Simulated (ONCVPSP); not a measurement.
Configuration tests for tellurium (ONCV)

```
Element                 : tellurium
Generator               : ONCVPSP 4.0.1
Type                    : optimised norm-conserving Vanderbilt (ONCV)
Functional              : PBE
Relativity              : scalar-relativistic
Frozen core             : [Ar] 3d10
Valence charge          : 24
Reference configuration : 4s2 4p6 4d10 5s2 5p3 (charge +1)
Partial waves           : 4s+5s: rc 1.30 bohr, ncon 4, nbas 9, qcut 9.4 1/bohr, 2 projectors; 4p+5p: rc 1.20 bohr, ncon 4, nbas 8, qcut 9.2 1/bohr, 3 projectors, debl 1.5 Ha; 4d: rc 1.25 bohr, ncon 5, nbas 10, qcut 15.1 1/bohr, 3 projectors, debl 1.4 Ha
Local potential         : polynomial inside 1.05 bohr (lpopt 5, dvloc0 2 Ha)
Core correction         : polynomial model core, fcfact 0.4
```

In the d channel the program set the typed energies aside and used -1.862, 0.250, 1.650 Ha.

Energies are relative to the spin-unpolarised reference configuration 4s2 4p6 4d10 5s2 5p3; without spin polarisation the order of configurations can differ from experiment.

```
valence configuration  charge  ΔE all-electron (eV)  error AE − PS (meV)
 4s2 4p6 4d10 5s2 5p4       0                -9.729                 +2.5
 4s2 4p6 4d10 5s2 5p2      +2                17.925                 -4.7
 4s2 4p6 4d10 5s2 5p1      +3                44.823                  -12
```

**Question.** What are ΔE and the potential's error for 4s2 4p6 4d10 5s0 5p6?

**Answer.** ΔE = 8.973 eV all-electron; the error (AE − PS) is -1.5 meV.
